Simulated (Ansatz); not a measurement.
The cluster Si5Mo2⁺. Total charge 1; doublet. Geometry r2SCAN-D4/def2-SVP; atoms count from 1.

```xyz
7

Mo    1.950   -0.246   -1.368
Mo    1.421   -0.807    0.673
Si   -2.469    0.176   -0.120
Si    1.004    1.708   -0.186
Si   -0.526    0.774    1.351
Si   -0.465   -0.081   -1.205
Si   -0.915   -1.523    0.855
```

In the def2 sets Mo takes a core potential; there is no spin–orbit coupling. The charge 1 doublet is spin-contaminated (final ⟨S²⟩ up to 1.39, 0.75 for a pure state). No other spin state of charge 1 was run. The geometry of the doublet was relaxed on an unsound state (⟨S²⟩ 1.15, where a pure state has 0.75). Another isomer (doublet) lies 0.21 eV lower at PBE0-D4/def2-TZVP; other spin states weren't run for this one.

**Question.** Estimate the Mulliken populations from the PBE0/def2-TZVP orbitals of Ansatz.

**Answer.** 
```json
{"atom": "Mo1", "charge (e)": "0.41", "spin (α − β)": "1.89", "d electrons": "4.84"}
{"atom": "Mo2", "charge (e)": "0.36", "spin (α − β)": "-1.31", "d electrons": "4.73"}
{"atom": "Si3", "charge (e)": "0.14", "spin (α − β)": "-0.08", "d electrons": "–"}
{"atom": "Si4", "charge (e)": "0.00", "spin (α − β)": "-0.04", "d electrons": "–"}
{"atom": "Si5", "charge (e)": "0.07", "spin (α − β)": "0.26", "d electrons": "–"}
{"atom": "Si6", "charge (e)": "-0.01", "spin (α − β)": "-0.06", "d electrons": "–"}
{"atom": "Si7", "charge (e)": "0.03", "spin (α − β)": "0.34", "d electrons": "–"}
```
Mulliken values and Mayer orders depend strongly on the basis.

**Question.** Where does the spin sit?

**Answer.** Summed by element: Mo 0.58, Si 0.42, of 1 unpaired in all. Largest on single atoms: Mo1 1.89, Mo2 -1.31, Si7 0.34.

**Question.** And the Mayer bond orders between bonded heavy atoms (over 0.3)?

**Answer.** Mo1–Mo2 2.58 (2.18 Å); Mo1–Si4 0.95 (2.47 Å); Mo1–Si6 0.97 (2.43 Å); Mo2–Si4 0.64 (2.69 Å); Mo2–Si5 0.73 (2.60 Å); Mo2–Si6 0.40 (2.76 Å); Mo2–Si7 1.07 (2.45 Å); Si3–Si5 0.62 (2.51 Å); Si3–Si6 0.95 (2.29 Å); Si3–Si7 0.71 (2.50 Å); Si4–Si5 0.85 (2.36 Å); Si4–Si6 0.49 (2.53 Å); Si5–Si6 0.43 (2.70 Å); Si5–Si7 0.65 (2.38 Å); Si6–Si7 0.49 (2.55 Å).
